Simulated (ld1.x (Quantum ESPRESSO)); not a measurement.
## u(r) = r·R(r): atom against pseudo-atom (oxygen (O))

Columns: radius, all-electron u(r) and pseudo u(r) of the 2s shell (level -23.91 eV) of oxygen in the configuration [He] 2s2 2p4; PBE, non-relativistic, PAW scheme, ld1.x (Quantum ESPRESSO) 7.5.

```
r (bohr)  all-electron   pseudo
   0.057        0.3570  -0.0819
   0.115        0.4169  -0.1657
   0.172        0.3220  -0.2485
   0.230        0.1536  -0.3333
   0.288       -0.0389  -0.4182
   0.345       -0.2252  -0.5010
   0.402       -0.3952  -0.5818
   0.460       -0.5452  -0.6606
   0.518       -0.6698  -0.7340
   0.575       -0.7678  -0.7990
   0.632       -0.8428  -0.8550
   0.690       -0.8980  -0.9011
   0.747       -0.9341  -0.9344
   0.805       -0.9550  -0.9550
   0.862       -0.9624  -0.9624
   0.920       -0.9591  -0.9591
   0.977       -0.9472  -0.9472
   1.035       -0.9281  -0.9281
   1.092       -0.9040  -0.9040
   1.150       -0.8754  -0.8754
   1.208       -0.8437  -0.8437
   1.265       -0.8106  -0.8106
   1.322       -0.7762  -0.7762
   1.380       -0.7405  -0.7405
   1.438       -0.7046  -0.7046
   1.495       -0.6695  -0.6695
```

Question: How many radial nodes do the two functions have?

Answer: The all-electron 2s function has n − l − 1 = 1; the pseudo-wave has 0, since the states of the same l below it are removed with the core.

Question: At about which radius was the pseudo-wave matched?

Answer: 0.80 bohr, where the columns begin to agree (steps of 0.06 bohr).

Question: Is the pseudo-wave norm-conserving?

Answer: No, it belongs to a PAW set: the norm inside the radius is not constrained, and the difference is carried by the augmentation charge.
